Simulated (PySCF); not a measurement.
Match the calculated data to a structure.

All candidates are C5H7NS.

* UV, first state: lowest singlet excitation: 2.84 eV (436 nm, f = 0.000) [TDDFT CAM-B3LYP/def2-SVPD]
* 1H NMR: chemical shifts (computed TMS as zero) by class: 3.95 (1 H), 3.73 (3 H), 3.50 (3 H) ppm [GIAO PBE0/pcSseg-1]
* 13C NMR: chemical shifts (computed TMS as zero) by class: 185.4 (1 C), 103.0 (1 C), 80.1 (1 C), 42.5 (1 C), 37.8 (1 C) ppm [GIAO PBE0/pcSseg-1]
* Rotational structure: rotational constants A, B, C: 2.598, 2.200, 1.209 GHz [GFN2-xTB]
* Polarisability: 94.4 au [CAM-B3LYP/def2-SVPD]
* NMR, other nuclei: isotropic shieldings of nuclei other than C and H, by class: 102 (1 N), 73 (1 S) ppm [GIAO PBE0/pcSseg-1]
* UV, strongest line: among the 8 lowest singlet transitions: S7 at 6.07 eV (204 nm, f = 0.245) [TDDFT CAM-B3LYP/def2-SVPD]

The electronic properties come from PySCF, for the isolated species, density fitting. Levels stand in brackets. One conformer (not necessarily the lowest) at the GFN2-xTB geometry, without solvent, vibrations or thermal averaging. NMR classes are plain means over equivalent atoms (diastereotopic ones count apart unless rotation or inversion swaps them), as if these changed places fast.

Problem. Which candidate is it?
A. `CNc1cccs1`
B. `C#CC(=S)N(C)C`
C. `Cc1sccc1N`
D. `N#CCC1CSC1`
E. `CNc1ccsc1`

Solution. B. It is `C#CC(=S)N(C)C`. Numbering: `[CH:1]#[C:2][C:3](=[S:4])[N:5]([CH3:6])[CH3:7]`. Its formula, C5H7NS, gives 3 degrees of unsaturation: 0 rings and 3 π bonds in the structure found. 5 carbons fall into 5 classes; from least to most shielded: thiocarbonyl carbon [C3] (185.4 ppm), terminal alkyne carbon [C1] (103.0 ppm), alkyne carbon [C2] (80.1 ppm), N-methyl carbon [C6] (42.5 ppm), N-methyl carbon [C7] (37.8 ppm). Hydrogen classes from least to most shielded: 1 H on a terminal alkyne carbon, C1 (3.95 ppm), 3 H on an N-methyl carbon, C7 (3.73 ppm, a mean of values up to 3.7 ppm apart in this geometry), 3 H on an N-methyl carbon, C6 (3.50 ppm, a mean of values up to 1.7 ppm apart in this geometry). The other shieldings belong to: 102 ppm, nitrogen bound to a thiocarbonyl carbon [N5]; 73 ppm, thiocarbonyl sulfur [S4]. S1 is mainly HOMO→LUMO (weight 0.98); the largest Löwdin shares of the orbital it empties are 0.71 on the thiocarbonyl sulfur, 0.09 on the thiocarbonyl carbon, 0.06 on the alkyne carbon and 0.05 on the terminal alkyne carbon, of the orbital it fills 0.25 on the thiocarbonyl carbon, 0.24 on the thiocarbonyl sulfur, 0.16 on the terminal alkyne carbon and 0.13 on the nitrogen bound to a thiocarbonyl carbon. The optimised geometry has point group Cs and is an asymmetric top.

The others, at the same levels:
- `CNc1ccsc1` fails: its computed 13C shifts are 154.1 (1 C), 134.6 (1 C), 119.0 (1 C), 103.3 (1 C), 34.8 (1 C) ppm, 1H shifts are 7.06 (1 H), 6.74 (1 H), 5.81 (1 H), 2.99 (3 H), 2.92 (1 H) ppm and lowest singlet excitation is 4.85 eV (255 nm, f = 0.099) (against 2.84 eV).
- `Cc1sccc1N` fails: its computed 13C shifts are 146.6 (1 C), 129.0 (1 C), 123.7 (1 C), 115.2 (1 C), 13.2 (1 C) ppm, 1H shifts are 6.74 (1 H), 6.54 (1 H), 3.19 (2 H), 2.28 (3 H) ppm and lowest singlet excitation is 4.98 eV (249 nm, f = 0.017) (against 2.84 eV).
- `N#CCC1CSC1` fails: it has 4 carbon classes against 5; its computed 13C shifts are 121.7 (1 C), 37.3 (1 C), 35.6 (2 C), 25.5 (1 C) ppm, 1H shifts are 3.45 (1 H), 3.27 (2 H), 3.21 (2 H), 2.22 (2 H) ppm and rotational constant A is 6.633 GHz (against 2.598 GHz).
- `CNc1cccs1` fails: its computed 13C shifts are 164.1 (1 C), 131.1 (1 C), 114.6 (1 C), 101.7 (1 C), 34.3 (1 C) ppm, 1H shifts are 6.76 (1 H), 6.13 (1 H), 5.85 (1 H), 3.20 (1 H), 2.94 (3 H) ppm and rotational constant A is 4.801 GHz (against 2.598 GHz).

Each candidate is one conformer, not necessarily the lowest. The conformers computed, where there is a choice (atom-mapped SMILES and torsion angles):
- `[CH:1]#[C:2][C:3](=[S:4])[N:5]([CH3:6])[CH3:7]`: C2–C3–N5–C6 0°
- `[CH3:1][NH:2][c:3]1[cH:4][cH:5][s:6][cH:7]1`: C1–N2–C3–C4 28°
- `[CH3:1][c:2]1[s:3][cH:4][cH:5][c:6]1[NH2:7]`: H–N7–C6–C5 -28°, H–N7–C6–C5 -159°
- `[N:1]#[C:2][CH2:3][CH:4]1[CH2:5][S:6][CH2:7]1`: C2–C3–C4–C5 67°
- `[CH3:1][NH:2][c:3]1[cH:4][cH:5][cH:6][s:7]1`: C1–N2–C3–C4 -20°
